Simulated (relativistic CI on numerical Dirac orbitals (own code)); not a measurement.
**Mo⁺ (4d5) in a crystal field**

Calculated by Dirac-Coulomb-Breit CI, orbitals from a KLI potential per configuration, model QED (radiative potential, 1s self-energy scaled to tabulated hydrogen-like ionisation energies), valence Slater integrals scaled by 0.75, one configuration in a parametric crystal field (own radial code).

Field parameters in Wybourne normalisation: D3d B²₀ = −7Dσ, B⁴₀ = −14Dq − 21Dτ, B⁴₃ = −14√(10/7) Dq. The field is a parameter set, without covalency.

S is read from ⟨S²⟩ = S(S + 1).

Levels (cm⁻¹, degeneracy): 0 (2), 834 (2), 1244 (2), 11145 (2), 11190 (2), 11273 (2), 11462 (2), 11578 (2), 11644 (2), 15066 (2), 15070 (2), 15086 (2).

(1) Which field gives this pattern?
A. D3d, 10Dq = 19700, Dσ = -330, Dτ = 150 cm⁻¹
B. D3d, 10Dq = 19700, Dσ = -550, Dτ = 150 cm⁻¹
C. D3d, 10Dq = 19700, Dσ = 110, Dτ = 150 cm⁻¹
D. D3d, 10Dq = 19700, Dσ = -980, Dτ = 150 cm⁻¹

## Answers

(1) A. D3d, 10Dq = 19700, Dσ = -330, Dτ = 150 cm⁻¹, ground level with S = 0.51.
